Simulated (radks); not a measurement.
Ionisation of the ytterbium ion Yb+, [Xe] 4f14 6s1, to [Xe] 4f14 as the strength of local exchange is varied. All-electron calculation, Dirac Kohn-Sham, Slater X-alpha exchange (alpha = 2/3 is LDA exchange), no correlation, spin-unpolarised, spherical densities, finite nucleus; Fermi nuclear charge, rms radius 5.3108 fm. Program: a radial shooting solver on a logarithmic mesh with Libxc functionals.

| alpha | E(Yb+) (hartree) | exchange (hartree) | IE (eV) | -e of the level emptied (eV) | <r> of it (bohr) |
|---|---|---|---|---|---|
| 0.555 | -14011.7055 | -230.9973 | 11.016 | 8.088 (6s1/2) | 3.656 |
| 0.667 | -14058.4098 | -278.6665 | 11.562 | 8.641 (6s1/2) | 3.573 |
| 0.757 | -14096.0677 | -317.2217 | 12.021 | 9.112 (6s1/2) | 3.506 |
| 0.763 | -14098.5823 | -319.7999 | 12.052 | 9.144 (6s1/2) | 3.501 |
| 0.831 | -14127.1157 | -349.0883 | 12.411 | 9.515 (6s1/2) | 3.452 |
| 0.9 | -14156.1344 | -378.9362 | 12.784 | 9.901 (6s1/2) | 3.403 |

NIST Atomic Spectra Database: 12.179 eV (measured). The Delta-SCF value meets it near alpha = 0.79. Spin polarisation and multiplet splitting are left out, so open shells lie too high by an amount that depends on their filling.

Beside tabulated values, note that spin-unpolarised runs miss the spin-polarisation part of the exchange energy of open shells.
